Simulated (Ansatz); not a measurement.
Start from `[SiH2]1[S][GeH2]1` and change one element to get `[O]1[SiH2][GeH2]1`.

Ansatz, PBE0-D4/def2-TZVP geometries, multiplicity 1. 

Scalar relativity is left out up to krypton.

```csv
property,`[SiH2]1[S][GeH2]1`
"ideal-gas entropy at 298 K and 1 bar (rigid rotor, harmonic PBE0-D4/def2-TZVP) / J/(mol·K)",309
HOMO energy (PBE/def2-TZVPP) / eV,-6.12
LUMO energy (PBE0/def2-TZVPP) / eV,-0.63
HOMO–LUMO gap (PBE/def2-TZVPP) / eV,4.65
HOMO–LUMO gap (ωB97M-V/def2-TZVPP) / eV,10.27
HOMO energy (ωB97M-V/def2-TZVPP) / eV,-9.18
```

(1) Give the same properties after the change, and the shifts. (Estimate.)

Results:

(1) The calculation gave: 
```csv
property,`[O]1[SiH2][GeH2]1`,shift
"ideal-gas entropy at 298 K and 1 bar (rigid rotor, harmonic PBE0-D4/def2-TZVP) / J/(mol·K)",295,-14
HOMO energy (PBE/def2-TZVPP) / eV,-5.95,0.17
LUMO energy (PBE0/def2-TZVPP) / eV,-1.09,-0.46
HOMO–LUMO gap (PBE/def2-TZVPP) / eV,4.05,-0.60
HOMO–LUMO gap (ωB97M-V/def2-TZVPP) / eV,9.75,-0.52
HOMO energy (ωB97M-V/def2-TZVPP) / eV,-9.06,0.12
```

With PBE0 the HOMO rises by 0.23 eV and the LUMO falls by 0.46 eV, so the gap narrows by about 0.69 eV. PBE moves the HOMO by 0.17 eV and ωB97M-V by 0.12 eV.
